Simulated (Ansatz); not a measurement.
SiNH₃Cl₂, singlet: at a first-order saddle point.

in.yaml

```yaml
crystal:
  periodic: [false, false, false]
  atoms:
    - {symbol: Si, position_ang: [-0.125364, 0.123957, 0.416124]}
    - {symbol: H, position_ang: [1.138548, -0.959510, -0.098113]}
    - {symbol: N, position_ang: [-0.476143, 0.348555, -1.121560]}
    - {symbol: H, position_ang: [0.733503, -0.652631, -0.833285]}
    - {symbol: Cl, position_ang: [0.972736, 1.367558, 1.590847]}
    - {symbol: Cl, position_ang: [-1.104657, -1.107759, 1.702897]}
    - {symbol: H, position_ang: [-1.138623, 0.879830, -1.656811]}
basis:
  gaussian: {orbitals: def2-TZVPP}
hamiltonian: {xc: {name: BHLYP}, dispersion: d4}
```

Run by:

```bash
ansatz run in.yaml --threads 4 --pin off --events-out ev --progress --plain --max-ram 9574MiB
```

What Ansatz 0.2.0 printed:

```
Functional definition: BHLYP
  name "BHLYP"
  cite "Becke, J. Chem. Phys. 98, 1372 (1993) doi:10.1063/1.464304"
  cite "Becke, Phys. Rev. A 38, 3098 (1988) doi:10.1103/PhysRevA.38.3098"
  cite "Lee, Yang & Parr, Phys. Rev. B 37, 785 (1988) doi:10.1103/PhysRevB.37.785"
  parameter a = 0.5
  exchange = (1 - a)*b88_x + a*exact_x
  correlation = lyp_c
1344 factors; their error is unknown
mean field evaluation 1: about -34455.5104 eV, gradient 6.1e1 eV
mean field evaluation 2: about -34443.0753 eV, gradient 9.0e1 eV
mean field evaluation 4: about -34462.6761 eV, gradient 2.8e0 eV
mean field evaluation 8: about -34462.6896 eV, gradient 1.5e-1 eV
mean field evaluation 16: about -34462.8887 eV, gradient 1.4e-4 eV
mean field -34462.88866944 eV, -1266.4877988169 hartree, gradient 2.4e-5 eV, S^2 0.000000; 0 other end points of the search recorded, 0 dependent functions left out
reference -34462.88884518 eV, -1266.4878052754 hartree; 29, 29 occupied and 170, 170 virtual orbitals, 1344 factors
Total energy: -34463.14471490 eV, -1266.4972083142 hartree
```

Hardware: 4 CPU threads of an Intel Xeon, shared host. Wall time about 4.7 s.
